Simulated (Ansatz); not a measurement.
Dissociation curves of BH2Br (SMILES [H]B([H])Br)

The species is BH2Br (4 atoms), meant as a singlet with charge 0. As SMILES, `[H]B([H])Br`. Geometry: relaxed at GFN2-xTB.

```xyz
4

B     0.0910    0.1509   -0.0004
H     1.2598    0.1091    0.0153
H    -0.4901    1.1658   -0.0191
Br   -0.8607   -1.4257    0.0043
```

The B1–H2 distance is scanned; the parts on either side stay rigid. Basis STO-3G, 10 core orbitals frozen in the correlated methods; program Ansatz 0.2.0. FCI is exact within this basis and core. Energies in eV from each method's value at 1.170 Å; methods without a U are spin-restricted. The shape above is that at 1.170 Å.

```json
{"distance (Å)": "1.170", "PBE": "0.00", "r2SCAN0": "0.00", "CAM-B3LYP": "0.00", "CCSDTQ": "0.00", "FCI": "0.00"}
{"distance (Å)": "1.462", "PBE": "0.81", "r2SCAN0": "0.96", "CAM-B3LYP": "0.93", "CCSDTQ": "0.80", "FCI": "0.80"}
{"distance (Å)": "1.754", "PBE": "2.33", "r2SCAN0": "2.69", "CAM-B3LYP": "2.63", "CCSDTQ": "2.31", "FCI": "2.31"}
{"distance (Å)": "2.339", "PBE": "5.12", "r2SCAN0": "5.92", "CAM-B3LYP": "5.87", "CCSDTQ": "4.62", "FCI": "4.62"}
{"distance (Å)": "2.924", "PBE": "6.81", "r2SCAN0": "7.94", "CAM-B3LYP": "8.02", "CCSDTQ": "5.37", "FCI": "5.37"}
```

Departure from the FCI curve at its largest: PBE +1.44 eV at 2.92 Å; r2SCAN0 +2.57 eV at 2.92 Å; CAM-B3LYP +2.65 eV at 2.92 Å; CCSDTQ within 0.005 eV. Restricted functionals keep the electrons paired too, and rise too high.
